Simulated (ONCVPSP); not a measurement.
# Configuration tests for Ru (Z = 44) (ONCV)

- Element: ruthenium
- Generator: ONCVPSP 4.0.1
- Type: optimised norm-conserving Vanderbilt (ONCV)
- Functional: PBE
- Relativity: scalar-relativistic
- Frozen core: [Ar] 3d10
- Valence charge: 16
- Reference configuration: 4s2 4p6 4d7 5s0.5 5p0.5
- Partial waves: 4s+5s: rc 1.50 bohr, ncon 5, nbas 9, qcut 7 1/bohr, 2 projectors; 4p+5p: rc 1.70 bohr, ncon 4, nbas 7, qcut 8.9 1/bohr, 2 projectors; 4d: rc 1.95 bohr, ncon 4, nbas 9, qcut 6.5 1/bohr, 1 projector
- Local potential: polynomial inside 1.45 bohr (lpopt 4, dvloc0 3 Ha)
- Core correction: none

Energies are relative to the spin-unpolarised reference configuration 4s2 4p6 4d7 5s0.5 5p0.5; without spin polarisation the order of configurations can differ from experiment. Not all tests gave a result: 1 of 4 tests not solved or not reliable.

| valence configuration | charge | ΔE all-electron (eV) | error AE − PS (meV) |
| --- | --- | --- | --- |
| 4s2 4p6 4d7 5s1 5p0 | 0 | -1.694 | +0.3 |
| 4s2 4p6 4d7 5s0 5p0 | +1 | 5.598 | -0.7 |
| 4s2 4p5 4d7 5s1 5p0 | +1 | 50.696 | -123 |

Levels in the configuration 4s2 4p6 4d7 5s1 5p0:

```csv
level,all-electron (eV),pseudo (eV)
4s,-76.371,-76.367
4p,-46.416,-46.414
4d,-5.202,-5.202
5s,-4.240,-4.240
```
